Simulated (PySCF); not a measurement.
C₅H₁₃O₃Si, charge +1, singlet, at a GFN2-xTB geometry. Base run: MP2/6-31G** (PySCF).

PySCF was given this input:
```python
from pyscf import gto, scf, mp

mol = gto.M(
    atom='''
C    -0.916417   -2.319314   -1.425969
C    -0.444870   -1.082481   -1.540836
Si   -0.141871    0.104617   -0.130320
O    -0.335690    1.676253   -0.346177
C    -1.432539    2.521603   -0.642567
O    -0.462157   -0.624381    1.239466
C    -0.762853   -0.336121    2.595816
O     1.691718    0.348023   -0.036714
C     2.616615   -0.738710    0.011277
H    -1.159138   -2.747795   -0.468549
H    -1.076731   -2.945675   -2.288025
H    -0.233158   -0.709451   -2.536987
H    -1.075439    3.547693   -0.570878
H    -2.244088    2.363931    0.066045
H    -1.793482    2.326162   -1.651370
H     0.150738   -0.404401    3.186172
H    -1.190170    0.659431    2.700522
H    -1.477174   -1.083141    2.939245
H     2.053887    1.117265   -0.499276
H     2.151283   -1.525873    0.598288
H     2.833221   -1.116464   -0.987692
H     3.535860   -0.415347    0.498060
''',
    basis='6-31g**',
    charge=1,
    spin=0,
    verbose=5,
)

mf = scf.RHF(mol)
mf.kernel()

pt = mp.MP2(mf, frozen=13)
pt.kernel()
print('E(MP2) = %.10f' % pt.e_tot)
mf.analyze()
```

All variants below ran on the same shared machine, one core each. Differences are taken from the largest basis of the Pople family in the series, which isn't the basis-set limit (6-31G**: -711.595262 Eh). The cheapest run took around 2.6 core-seconds (rough).

| setting | basis functions | cost, times the cheapest (rough) | difference in total energy (mEh) |
|---|---|---|---|
| STO-3G | 62 | 1 | 9560.81 |
| 6-31G | 111 | 4 | 714.55 |
| 6-31G** | 195 | 20 | reference |

Times come from a shared machine, hold the start-up and are rough. Total energies converge more slowly with the basis than energy differences do.
